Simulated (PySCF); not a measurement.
# Hartree-Fock beside MP2: B2GeH3N

Calculated results; nothing here was measured. They come from PySCF 2.14.0, an open-source quantum chemistry program, on an isolated molecule that a program drew, which may never have been made. The molecule is B2GeH3N (charge 0, singlet), drawn as the SMILES string `BB=[N][GeH]`.

The geometry was optimised and harmonic frequencies were computed with HF and MP2, all in the cc-pVDZ basis, for the commonest isotopes, with a restricted reference for singlets and an unrestricted one otherwise, and a frozen core in MP2. Germanium has the cc-pVDZ-PP basis, with a core potential (ECP10MDF) in place of its 10 inner electrons, and its 3s, 3p and 3d shells are frozen in MP2. Each result is a local minimum of its method.

Geometry at the HF minimum:
```xyz
7
B2GeH3N, angstrom
B    -2.6223    2.6192    0.2694
B    -1.4758    1.8015   -0.6618
N    -0.6235    1.2078   -1.3617
Ge    0.5853    0.1401   -2.2236
H    -2.2849    3.2817    1.2070
H    -3.7867    2.5473    0.0036
H     0.9693    1.1996   -3.3486
```

Lengths of the bonds as drawn, in Å (atoms numbered as above):
| bond | HF | MP2 |
|---|---|---|
| B1-B2 | 1.688 | 1.675 |
| B2-N3 | 1.252 | 1.286 |
| N3-Ge4 | 1.829 | 1.862 |
| B1-H5 | 1.197 | 1.205 |
| B1-H6 | 1.197 | 1.205 |
| Ge4-H7 | 1.592 | 1.596 |

Rotational constants, in GHz:
```
constant     HF    MP2
       A    105  102.5
       B  1.542  1.502
       C  1.539    1.5
```

Harmonic frequencies in cm^-1, each column in rising order, so a row needn't be the same motion in every method:
```
rank    HF   MP2
   1    86    76
   2   112   103
   3   191   238
   4   327   283
   5   340   286
   6   440   413
   7   821   776
   8   834   779
   9   877   851
  10  1012   973
  11  1277  1220
  12  1956  1848
  13  2043     ?
  14  2702  2642
  15  2781  2727
```

**Estimate the missing MP2 frequency from the HF column.**

A single factor s that minimises the squared misfit of MP2 against s times HF over the other rows is sum(HF x MP2) / sum(HF^2) = 0.9677, with an rms misfit of 29 cm^-1. For rank 13 it gives 0.9677 x 2043 = 1977 cm^-1. The calculation gives 1941 cm^-1, 36 cm^-1 below the estimate. The drawn bonds are on average 0.9 % longer in MP2 than in HF.
